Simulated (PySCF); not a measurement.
Compound: C6H11O2 (doublet state).
Structure used (GFN2-xTB), in Å, numbered top down from 1:
```xyz
19
C6H11O2 angstrom
C     -1.636    0.380   -0.561
C     -0.618   -0.185    0.352
C     -0.864   -0.294    1.811
C      0.736   -0.519   -0.175
C      0.787   -1.064   -1.596
C      1.272    0.896   -0.077
O      1.106    1.769   -0.899
O      1.875    1.125    1.111
H     -2.498    0.750   -0.010
H     -1.981   -0.364   -1.284
H     -1.204    1.203   -1.140
H     -1.656    0.380    2.134
H      0.043   -0.073    2.375
H     -1.165   -1.313    2.076
H      1.280   -1.158    0.523
H      0.168   -1.954   -1.679
H      0.435   -0.314   -2.297
H      1.810   -1.323   -1.856
H      2.101    2.064    1.185
```

The hyperfine couplings belong to this conformer and change with its torsions.

The species is `OC(=O)[C@H](C)[C](C)C` [radical].

Theory: UKS B3LYP, pcH-1 on C H O, non-relativistic, mean-field spin-orbit, GIAO (PySCF 2.14.0). One conformer (not necessarily the lowest) at the GFN2-xTB geometry, without solvent, vibrations or thermal averaging. A GFN2-xTB geometry isn't a minimum of the functional, and hyperfine couplings can be far from their values at a DFT geometry. No stability test was run, so a lower SCF solution isn't excluded.

(1) The isotropic 13C couplings, averaged over equivalent nuclei, are +89.5, +71.6, -32.0, -27.0, +19.4 MHz. Assign them to C1/C3; C2; C4; C5; C6.

(2) The isotropic 1H couplings, averaged over equivalent nuclei, are +67.7, +27.5, +2.6, -1.1 MHz. Assign them to H9 (×6); H15; H16/H17/H18; H19.

Results:

(1) 
| site | a_iso (MHz) | ρ(0) (bohr⁻³) | position | distance from C2 (Å) | spin population | largest \|T\| (MHz) |
| --- | --- | --- | --- | --- | --- | --- |
| C1/C3 | -32.0 | -0.0284 | 1 bond from C2 | 1.48 | -0.08 | 2.0 |
| C2 | +89.5 | +0.0796 | largest spin population | 0.00 | +0.91 | 152.0 |
| C4 | -27.0 | -0.0240 | 1 bond from C2 | 1.49 | -0.07 | 2.3 |
| C5 | +19.4 | +0.0173 | 2 bonds from C2 | 2.56 | +0.02 | 4.5 |
| C6 | +71.6 | +0.0637 | 2 bonds from C2 | 2.22 | +0.04 | 12.6 |

(2) 
| site | a_iso (MHz) | ρ(0) (bohr⁻³) | position | distance from C2 (Å) | bound to | spin population there | largest \|T\| (MHz) |
| --- | --- | --- | --- | --- | --- | --- | --- |
| H9 (×6) | +67.7 | +0.0151 | β, 2 bonds from C2 | 2.13 | C1/C3 | -0.08 | 8.1 |
| H15 | +27.5 | +0.0061 | β, 2 bonds from C2 | 2.14 | C4 | -0.07 | 7.6 |
| H16/H17/H18 | -1.1 | -0.0002 | γ, 3 bonds from C2 | 3.04 | C5 | +0.02 | 4.5 |
| H19 | +2.6 | +0.0006 | 4 bonds from C2 | 3.63 | O8 | +0.01 | 3.4 |

ρ(0) is the spin density at the nucleus and T the dipolar tensor; entries for several nuclei are means. The Mulliken spin populations are largest on C2 (+0.91), C3 (-0.08), C1 (-0.08) and C4 (-0.07). No atom but C2 exceeds +0.15. The positive populations add up to 1.23 and the negative ones to -0.23, together 2S = 1. The angles at C2 add up to 359.7°, so it is planar.

Nuclei that the bonding pattern makes equivalent are averaged, as if the motion that swaps them (rotation, inversion, ring flip) were fast. The six 1H nuclei of mean +67.7 MHz run from 4.1 to 130.7 MHz in the frozen geometry.
